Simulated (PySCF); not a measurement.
C₅H₉ClSi₂.
Bonds: C1–C2 (triple), C2–Si3, Si3–Si4, Si4–Cl5, Si4–C6, C6–C7, C7–C8, Si4–C8. Hydrogens: H9 on C1; H10, H11 on Si3; H12, H13 on C6; H14, H15 on C7; H16, H17 on C8.

Method used: PBE0-D3(BJ)/def2-SVP geometry optimisation, gas phase in PySCF 2.14.0.

Give the optimised bond lengths and angles.

| bond | length (bohr) |
| --- | --- |
| C1≡C2 | 2.301 |
| C2–Si3 | 3.471 |
| Si3–Si4 | 4.427 |
| Si4–Cl5 | 3.939 |
| Si4–C6, Si4–C8 | 3.564 |
| C6–C7, C7–C8 | 2.937 |
| C1–H9 | 2.033 |
| Si3–H10, Si3–H11 | 2.822 |
| C6–H12, C8–H17 | 2.076 |
| C6–H13, C8–H16 | 2.083 |
| C7–H14 | 2.083 |
| C7–H15 | 2.081 |

Bonds in one row agree within 0.02 bohr and their mean is given. A selection of angles:
| angle | degrees |
| --- | --- |
| C1–C2–Si3 | 176.9 |
| C2–Si3–Si4 | 106.8 |
| Si3–Si4–Cl5 | 107.3 |
| Si3–Si4–C6 | 115.5 |
| Cl5–Si4–C6 | 118.7 |
| C6–Si4–C8 | 79.3 |
| Si4–C6–C7 | 85.9 |
| C6–C7–C8 | 101.4 |

Dihedral angles: C2–Si3–Si4–Cl5 179° (antiperiplanar); Si3–Si4–C6–C7 95° (anticlinal); Si4–C6–C7–C8 23° (synperiplanar); C6–C7–C8–Si4 -23° (synperiplanar); Si3–Si4–C8–C7 -95° (anticlinal). The mirror-image conformer, all signs reversed, is as good.

The 4-membered ring Si4–C6–C7–C8 has internal angles of 79.3° to 101.4° (sum 352°, against 360° for a flat polygon); it is puckered, 0.15 Å rms from its mean plane, widest ring torsion 23°. Si3 (SiH2 silicon) is tetrahedral (angles from 106.8° to 111.1°). The C–C distances run from 1.218 Å (C1≡C2, drawn triple) to 1.554 Å (C6–C7, drawn single), a spread of 0.336 Å. The 3 C–Si bonds span 1.837 Å (C2–Si3, drawn single) to 1.886 Å (Si4–C8, drawn single), a spread of 0.049 Å. Si4 (chlorine-bound silicon) has angles from 79.3° to 118.7°.

Point group: near Cs, missed by 0.09 Å at most; the miss may be what the optimiser left on a soft mode. PBE0-D3(BJ)/def2-SVP frequencies: not computed here. One conformer, not necessarily the lowest.
